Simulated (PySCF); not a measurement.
**How methods differ on the excitation energy of O²⁺**

O²⁺ [He] 2s2 2p2 (3P) → O²⁺ [He] 2s1 2p2 3d1 (high-spin determinant), as a difference of total energies. Calculation: PySCF 2.14, in dyall-acv3z (15s9p4d2f, 76 functions); scalar relativity by spin-free X2C-1e. Correlated levels: valence: 1s2 frozen; valence and next inner shell: nothing frozen; virtual orbitals above 40 to 60 times the deepest correlated orbital energy dropped. The calculations carry no spin-orbit coupling.

```json
{"method": "UHF", "excitation energy (eV)": "47.990"}
{"method": "LDA", "excitation energy (eV)": "48.959"}
{"method": "PBE", "excitation energy (eV)": "48.781"}
{"method": "PBE0", "excitation energy (eV)": "48.978"}
{"method": "r2SCAN", "excitation energy (eV)": "48.699"}
{"method": "M06-2X", "excitation energy (eV)": "50.185"}
{"method": "r2SCANh", "excitation energy (eV)": "48.794"}
{"method": "BHandHLYP", "excitation energy (eV)": "49.950"}
{"method": "BLYP", "excitation energy (eV)": "49.438"}
{"method": "MP2 (valence)", "excitation energy (eV)": "49.576"}
{"method": "SCS-MP2 (valence)", "excitation energy (eV)": "50.064"}
{"method": "MP2 (valence and next inner shell)", "excitation energy (eV)": "49.625"}
{"method": "SCS-MP2 (valence and next inner shell)", "excitation energy (eV)": "50.104"}
```

Question: How much does correlation contribute at MP2 (valence and next inner shell)?

Answer: 49.625 − (47.990) = 1.635 eV, measured against UHF.

A first-order spin-orbit estimate (lowest level to lowest level, LS coupling) adds 0.006 eV.

The promoted electron is Rydberg-like, and one or two diffuse shells describe it only roughly, which tends to raise the upper state.

The determinant of the upper state mixes LS terms, which raises its energy above the lowest term, most at the Hartree-Fock and MP2 levels.
